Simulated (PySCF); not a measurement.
# Telling isomers of C$_{7}$H$_{10}$O$_{3}$ apart by NMR

Method: σ from GIAO-PBE0/pcSseg-1, geometry from GFN2-xTB, in PySCF 2.14.0 with density-fitted response routines (a single conformation, rapidly exchanging positions averaged, no solvent, non-relativistic Hamiltonian).

Scale: TMS for 1H and 13C (reference shieldings calculated alike). Where no couplings were computed, multiplicities follow the n + 1 count of equivalent neighbours, and m marks all less simple cases (inequivalent or close neighbours, rings, F or P nearby). Shifts are as computed. Against solution values, carbons near 30 ppm lie about +3 ppm off and those near 130 ppm about +5 ppm. Of 1211 compounds with measured shifts, 218 miss one by over three times the rms of a fit or turn the order of signals round; such compounds aren't used in these exercises.

(1) Tabulate the signals of `C=CCOC(=O)OCC=C`, `COC1=C[C@@H](OC)C=CO1` and their relative energies.

(2) What is the quickest way to tell C=CCOC(=O)OCC=C from COC1=C[C@@H](OC)C=CO1?

## Answers

(1) 
```json
{"SMILES": "C=CCOC(=O)OCC=C", "carbon types": "1×C 2×CH 4×CH2", "δC": "162.4, 142.5, 126.3, 73.0", "δH": "6.24 (m, 2H), 5.69 (m, 2H), 5.60 (m, 2H), 4.77 (d, 4H)", "E rel. (kcal/mol)": "0.0"}
{"SMILES": "COC1=C[C@@H](OC)C=CO1", "carbon types": "1×C 4×CH 2×CH3", "δC": "165.0, 147.2, 112.2, 78.0, 73.3, 54.9, 54.4", "δH": "6.66 (d, 1H), 5.36 (m, 1H), 4.85 (d, 1H), 4.58 (m, 1H), 3.82 (s, 3H), 3.47 (s, 3H)", "E rel. (kcal/mol)": "20.9"}
```

Energies are electronic energies at PBE0/pcSseg-1 on these geometries, without zero-point or thermal terms, each for the one conformer computed, which needn't be the lowest.

(2) Count the carbon signals: 4 against 7. The first has a terminal =CH2 carbon at 126.3 ppm, the second a β carbon of an enol-ether or enamine type C=C (CH) at 78.0 ppm. Their most deshielded carbons lie at 162.4 and 165.0 ppm. In the proton spectra the most deshielded non-exchanging signals are 6.24 (m, 2H) and 6.66 (d, 1H).
